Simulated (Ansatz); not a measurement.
The same molecule with X = C, Si, Ge, Sn. Ansatz, PBE0-D4/def2-TZVP geometries, multiplicity 1.

Elements past krypton have def2 core potentials. Scalar relativity is left out up to krypton.

```json
{"X": "C", "molecule": "`BrCBr`", "mean X–Br bond length / Å": "1.922", "mean X–H bond length / Å": "1.084", "HOMO–LUMO gap (ωB97M-V/def2-TZVPP) / eV": "11.49", "HOMO energy (B3LYP/def2-TZVPP) / eV": "-7.91", "LUMO energy (ωB97M-V/def2-TZVPP) / eV": "1.13"}
{"X": "Ge", "molecule": "`[Br][GeH2][Br]`", "mean X–Br bond length / Å": "2.295", "mean X–H bond length / Å": "1.529", "HOMO–LUMO gap (ωB97M-V/def2-TZVPP) / eV": "11.35", "HOMO energy (B3LYP/def2-TZVPP) / eV": "-8.24", "LUMO energy (ωB97M-V/def2-TZVPP) / eV": "0.66"}
{"X": "Sn", "molecule": "`[Br][SnH2][Br]`", "mean X–Br bond length / Å": "2.467", "mean X–H bond length / Å": "1.697", "HOMO–LUMO gap (ωB97M-V/def2-TZVPP) / eV": "10.80", "HOMO energy (B3LYP/def2-TZVPP) / eV": "-8.20", "LUMO energy (ωB97M-V/def2-TZVPP) / eV": "0.15"}
```

(1) Give the row for X = Si, `Br[SiH2]Br`. (Best estimate.)

## Answers

(1) Ansatz gave: 
```
 X      molecule  mean X–Br bond length / Å  mean X–H bond length / Å  HOMO–LUMO gap (ωB97M-V/def2-TZVPP) / eV  HOMO energy (B3LYP/def2-TZVPP) / eV  LUMO energy (ωB97M-V/def2-TZVPP) / eV
Si  `Br[SiH2]Br`                      2.207                     1.476                                    12.11                                -8.37                                   1.28
```

From C to Sn the mean X–Br bond length rises at each step, by 0.545 Å in all; the mean X–H bond length rises at each step, by 0.613 Å in all; the HOMO–LUMO gap (ωB97M-V/def2-TZVPP) isn't monotonic: highest at Si, lowest at Sn; the HOMO energy (B3LYP/def2-TZVPP) isn't monotonic: highest at C, lowest at Si; the LUMO energy (ωB97M-V/def2-TZVPP) isn't monotonic: highest at Si, lowest at Sn. Bonds lengthen as the atom grows down the group.

B3LYP here is the variant with VWN-RPA as its local correlation; programs differ in this.

Spin–orbit coupling is left out; it splits and shifts lone-pair levels of the heavy atoms by tenths of an eV.
